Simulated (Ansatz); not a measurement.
All values below come from frozen-core CCSD(T)/cc-pVTZ // PBE0-D3(BJ)/def2-SVP (Ansatz, a first-principles code).

Ansatz 0.2 input:
```yaml
crystal:
  periodic: [false, false, false]
  atoms:
    - { symbol: B, position_ang: [1.932458, 0.531852, -0.14243] }
    - { symbol: C, position_ang: [0.568127, -0.147456, -0.028843] }
    - { symbol: C, position_ang: [0.415704, -1.524334, 0.039109] }
    - { symbol: S, position_ang: [-1.204335, -2.022672, 0.160578] }
    - { symbol: C, position_ang: [-1.771223, -0.391696, 0.126338] }
    - { symbol: C, position_ang: [-0.725743, 0.492064, 0.024093] }
    - { symbol: O, position_ang: [-0.815413, 1.830684, -0.027189] }
    - { symbol: H, position_ang: [2.034234, 1.732868, -0.200183] }
    - { symbol: H, position_ang: [2.92741, -0.156512, -0.174744] }
    - { symbol: H, position_ang: [1.216155, -2.264088, 0.021025] }
    - { symbol: H, position_ang: [-2.837215, -0.175103, 0.183192] }
    - { symbol: H, position_ang: [-1.740159, 2.094391, 0.019054] }
basis:
  gaussian: { orbitals: cc-pVTZ }
correlation:
  method: ccsd_t
```

Output:

```
Functional definition: HF
1664 factors; integrals over basis functions are off by at most 1.2e-3 eV
mean field evaluation 1: about -17724.0746 eV, gradient 4.0e1 eV
mean field evaluation 2: about -17724.5598 eV, gradient 4.0e1 eV
mean field evaluation 4: about -17728.9549 eV, gradient 5.9e0 eV
mean field evaluation 8: about -17729.0862 eV, gradient 5.1e-1 eV
mean field evaluation 16: about -17729.0894 eV, gradient 1.8e-6 eV
mean field -17729.08940008 eV, -651.5320182445 hartree, gradient 1.8e-6 eV, S^2 0.000000; 0 other end points of the search recorded, 0 dependent functions left out
11 core orbitals not correlated
reference -17729.08940008 eV, -651.5320182445 hartree; 18, 18 occupied and 255, 255 virtual orbitals, 1664 factors
second order -31.03647031 eV of doubles, -0.00000000 eV of singles
cycle   1  -30.81700483 eV  change    2.2e-1 eV  update   1.4e-1
cycle   2  -31.66870829 eV  change   -8.5e-1 eV  update   4.3e-2
cycle   3  -31.86007715 eV  change   -1.9e-1 eV  update   2.2e-2
cycle   4  -31.84291412 eV  change    1.7e-2 eV  update   6.3e-3
cycle   5  -31.84018463 eV  change    2.7e-3 eV  update   4.3e-3
cycle   6  -31.84229409 eV  change   -2.1e-3 eV  update   1.8e-3
cycle   7  -31.84173496 eV  change    5.6e-4 eV  update   1.1e-3
cycle   8  -31.84134908 eV  change    3.9e-4 eV  update   4.0e-4
cycle   9  -31.84153057 eV  change   -1.8e-4 eV  update   1.7e-4
cycle  10  -31.84155627 eV  change   -2.6e-5 eV  update   4.9e-5
cycle  11  -31.84151645 eV  change    4.0e-5 eV  update   2.2e-5
perturbative correction -1.65555547 eV, -0.0608405412 hartree
Total energy: -17762.58647200 eV, -652.7630129323 hartree
```

Cost: about 30 core-minutes (a rough figure).
